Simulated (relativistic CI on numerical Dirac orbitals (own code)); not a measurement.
# Ir XVI: computed level list

These numbers are calculated, not measured: Dirac-Coulomb-Breit CI, KLI orbitals optimised for each configuration, model QED, unscaled Slater integrals (own radial code, finite nucleus).

Configuration list (outside the closed core [Kr] 4d10): 4f¹⁴5s², 4f¹⁴5s5p, 4f¹³5s²5p, 4f¹⁴5s5d, 4f¹³5s²5d, 4f¹⁴5s5f, 4f¹⁴5p5d, 4f¹⁴5s5g, 4f¹⁴5p², 4f¹³5p³, 4f¹³5p²5d, 4f¹⁴5d², 4f¹³5p5d², 4f¹³5d³. Double excitations out of closed p, d and f shells are left out; levels of such configurations are missing from the list, as are those of other unlisted configurations, and high levels can miss mixing partners.

```tsv
No.	Configuration	Term	J	E (cm⁻¹)	%	Landé g	Lifetime (s)
1	4f¹⁴5s²	¹S	0	0	99		
2	4f¹³5s²5p	³D	3	207708	63	1.225	
3	4f¹³5s²5p	³G	4	211474	45	1.073	9.29e+00
4	4f¹³5s²5p	³G	3	232879	78	0.810	5.93e-03
5	4f¹³5s²5p	³F	2	240727	39	0.915	3.55e-04
6	4f¹⁴5s5p	³P°	0	264349	100		2.53e+06
7	4f¹⁴5s5p	³P°	1	285720	85	1.422	3.20e-10
8	4f¹³5s²5p	³G	5	359116	99	1.198	3.07e-05
9	4f¹³5s²5p	³D	2	362563	53	1.086	1.55e-05
10	4f¹³5s²5p	¹F	3	369551	44	1.125	2.79e-05
11	4f¹³5s²5p	³D	1	376403	99	0.495	1.89e-06
12	4f¹³5s²5p	³F	4	376431	70	1.175	2.64e-05
13	4f¹³5s²5p	³G	4	387966	53	1.046	2.84e-05
14	4f¹³5s²5p	³F	2	396038	60	0.823	3.07e-06
15	4f¹³5s²5p	³F	3	399810	49	0.997	2.71e-05
16	4f¹⁴5s5p	³P°	2	417840	100	1.500	2.09e-07
17	4f¹⁴5s5p	¹P°	1	482673	84	1.076	1.09e-11
18	4f¹⁴5p²	³P	0	620331	75		2.48e-11
19	4f¹⁴5p²	³P	1	750044	100	1.500	1.25e-11
20	4f¹⁴5p²	¹D	2	753278	61	1.163	2.48e-11
21	4f¹³5s²5d	³P°	2	855583	79	1.421	5.41e-12
22	4f¹³5s²5d	³H°	5	864612	54	1.028	5.28e-12
23	4f¹³5s²5d	³D°	3	871779	46	1.176	5.17e-12
24	4f¹³5s²5d	³G°	4	875200	39	1.053	5.18e-12
25	4f¹³5s²5d	³P°	1	882143	78	1.280	6.53e-12
26	4f¹³5s²5d	³H°	4	887997	78	0.872	5.32e-12
27	4f¹³5s²5d	³H°	6	888004	99	1.165	8.11e-12
28	4f¹³5s²5d	³D°	2	891317	33	1.045	7.38e-12
29	4f¹⁴5p²	³P	2	891852	62	1.312	1.15e-11
30	4f¹³5s²5d	¹D°	2	894591	64	0.893	5.63e-12
31	4f¹³5s²5d	³D°	3	899531	44	1.080	6.91e-12
32	4f¹³5s²5d	³F°	4	900993	52	1.132	7.87e-12
33	4f¹³5s²5d	³P°	0	901335	99		8.30e-12
34	4f¹³5s²5d	³G°	5	902708	75	1.150	7.97e-12
35	4f¹³5s²5d	¹F°	3	904146	58	0.914	5.68e-12
36	4f¹³5s²5d	³D°	1	910908	66	0.752	5.21e-12
37	4f¹³5s²5d	³H°	5	916449	43	1.050	8.09e-12
38	4f¹³5s²5d	³D°	2	920008	47	0.964	8.00e-12
39	4f¹⁴5s5d	³D	1	920270	100	0.498	5.37e-12
40	4f¹³5s²5d	¹P°	1	922366	84	0.957	2.65e-12
41	4f¹³5s²5d	³F°	3	925853	42	0.989	8.04e-12
42	4f¹³5s²5d	³G°	4	927774	54	1.035	7.94e-12
43	4f¹⁴5s5d	³D	2	929691	96	1.168	5.99e-12
44	4f¹⁴5s5d	³D	3	946413	100	1.333	8.41e-12
45	4f¹⁴5p²	¹S	0	947550	74		8.90e-12
46	4f¹⁴5s5d	¹D	2	1001998	70	1.024	5.28e-12
47	4f¹³5p³(2P°)	³G	5	1005264	47	1.229	
48	4f¹³5p³(2P°)	³D	2	1010699	32	1.057	
49	4f¹³5p³(4S°)	³F	3	1013465	40	1.138	
50	4f¹³5p³(2P°)	³F	4	1020556	46	1.212	
51	4f¹³5p³(2P°)	³D	1	1026933	56	0.421	
52	4f¹³5p³(2P°)	³G	4	1037788	25	1.066	
53	4f¹³5p³(2P°)	³F	2	1043593	54	0.833	
54	4f¹³5p³(2P°)	³F	3	1047469	34	1.024	
55	4f¹³5p³(4S°)	⁵F	5	1139162	53	1.248	
56	4f¹³5p³(2D°)	³F	4	1143957	41	1.205	
57	4f¹³5p³(4S°)	³F	2	1146513	57	0.904	
58	4f¹³5p³(4S°)	³F	3	1148561	39	1.187	
59	4f¹³5p³(2D°)	³G	5	1162541	70	1.142	
60	4f¹³5p³(2D°)	³F	4	1162830	57	1.152	
61	4f¹³5p³(4S°)	⁵F	1	1163558	54	0.368	
62	4f¹³5p³(2D°)	³F	2	1163651	44	0.886	
63	4f¹³5p³(2D°)	³H	6	1163776	100	1.165	
64	4f¹³5p³(2D°)	³G	3	1164943	38	0.999	
65	4f¹³5p³(2D°)	¹P	1	1165556	53	0.991	
66	4f¹³5p³(2D°)	¹D	2	1170247	56	1.169	
67	4f¹³5p³(2D°)	³D	3	1170326	28	1.091	
68	4f¹³5p³(4S°)	³F	4	1172909	42	1.071	
69	4f¹³5p³(2D°)	³H	5	1188615	53	1.023	
70	4f¹³5p³(2D°)	³F	3	1188805	43	1.056
```

Energies count from the lowest computed level; ° marks odd parity; lifetimes are radiative, by E1, M1, E2, M2, E3 decay to levels of this space only; some are left blank where a channel outside the calculation adds to the decay or the decay crosses a small, uncertain gap. Percentages are summed over parent terms; the parents shown are those of the largest component, closed shells are left out there.

The mean weight of the leading LS term, summed over parents, in these 70 levels is 62 %, and that of the leading jj configuration (from the same eigenvectors) 91 %, so jj coupling describes them better and the LS labels are nominal.

At this charge transitions that keep the count of f electrons are usually good to a few per cent. Levels and lines within the n = 5 or 6 shells can be off by up to 10 % or somewhat more, and those that change n by about 2 %, since core polarisation is missing. Levels that differ in their count of f electrons can be misplaced by several ten thousand cm⁻¹, since the correlation energy of f electrons is missing or only estimated; rates across such gaps can be off by orders of magnitude.

LS names give the leading component of a level, which can be under half, so a name can repeat, a term be missing and a line seem to break the LS rules.
